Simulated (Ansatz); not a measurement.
Species: H₃GaS₃, SMILES `[SH][Ga]([SH])[SH]` (charge 0, multiplicity 1), formula H3GaS3.

### Question
How many basis functions does Ansatz (an electronic-structure program) with frozen-core CCSD(T)/cc-pVTZ // r2SCAN-D4/def2-TZVP use, how many core orbitals are frozen, and how many electrons are correlated?

### Answer
187 basis functions and 24 frozen orbitals, which leaves 34 correlated electrons (filled d shells below the valence shell are correlated). Core time is of the order of minutes.
